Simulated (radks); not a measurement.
Initial-state core-level shifts of neutral silicon when its valence configuration changes from [Ne] 3s2 3p2. All-electron calculation, scalar-relativistic Kohn-Sham, PBE, spin-polarised, spherical densities, finite nucleus; open shells are filled with parallel spins first; Fermi nuclear charge, rms radius 3.1224 fm. Program: a radial shooting solver on a logarithmic mesh with Libxc functionals. Shifts are changes of the shell-averaged eigenvalues in eV (positive: less bound); the change of the density at the nucleus, which sets a Mossbauer isomer shift, is in e/bohr^3, on a base of 1914.

| valence | 1s | 2s | 2p | density at nucleus |
|---|---|---|---|---|
| 3p4 | -3.324 | -3.232 | -3.210 | -9.6175 |
| 3s1.5 3p2.5 | -0.518 | -0.517 | -0.511 | -2.2896 |
| 3s0.5 3p3.5 | -2.199 | -2.153 | -2.136 | -7.1219 |
| 3s1 3p3 | -0.883 | -0.899 | -0.884 | -4.6943 |
